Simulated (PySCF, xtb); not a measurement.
Mg(Me)(SiH3) (CH₆MgSi), SMILES [CH3][Mg][SiH3].

xtb with GFN2-xTB at its own geometry gives an orbital gap of 2.41 eV and a dipole moment of 1.56 D.

Geometry optimised at B3LYP-D3(BJ)/def2-SVP.

**Question.** What does ωB97X/def2-TZVPD run with PySCF give? (Estimate from the structure and the level; the computed values follow.)

**Answer.** gap 9.49 eV (levels -8.75 and 0.74 eV), dipole 1.07 D.
